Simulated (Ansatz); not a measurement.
`[F][Ti]([F])([F])[Br]` and `[F][Ti]([F])([F])[I]` differ in one atom or group.

Ansatz, PBE0-D4/def2-TZVP geometries, multiplicity 1. 

Elements past krypton have def2 core potentials. Scalar relativity is left out up to krypton.

```
                                                                                  property  `[F][Ti]([F])([F])[Br]`
                                                   HOMO–LUMO gap (ωB97M-V/def2-TZVPP) / eV                    10.50
ideal-gas entropy at 298 K and 1 bar (rigid rotor, harmonic PBE0-D4/def2-TZVP) / J/(mol·K)                      341
                                                       HOMO–LUMO gap (PBE/def2-TZVPP) / eV                     3.89
                                                       LUMO energy (B3LYP/def2-TZVPP) / eV                    -3.65
                                        size of the dipole moment (ωB97M-V/def2-TZVPP) / D                     0.14
                                            zero-point energy (PBE0-D4/def2-TZVP) / kJ/mol                     21.7
```

Q: What does the change do to each property? (Estimate.)

A: The calculation gave: 
```tsv
property	`[F][Ti]([F])([F])[I]`	shift
HOMO–LUMO gap (ωB97M-V/def2-TZVPP) / eV	9.38	-1.12
ideal-gas entropy at 298 K and 1 bar (rigid rotor, harmonic PBE0-D4/def2-TZVP) / J/(mol·K)	350	9
HOMO–LUMO gap (PBE/def2-TZVPP) / eV	3.16	-0.73
LUMO energy (B3LYP/def2-TZVPP) / eV	-3.63	0.02
size of the dipole moment (ωB97M-V/def2-TZVPP) / D	0.30	0.16
zero-point energy (PBE0-D4/def2-TZVP) / kJ/mol	21.1	-0.6
```

Dipoles are sizes alone; their direction can turn.

B3LYP here is the variant with VWN-RPA as its local correlation; programs differ in this.

Spin–orbit coupling is left out; it splits and shifts lone-pair levels of the heavy atoms by tenths of an eV.
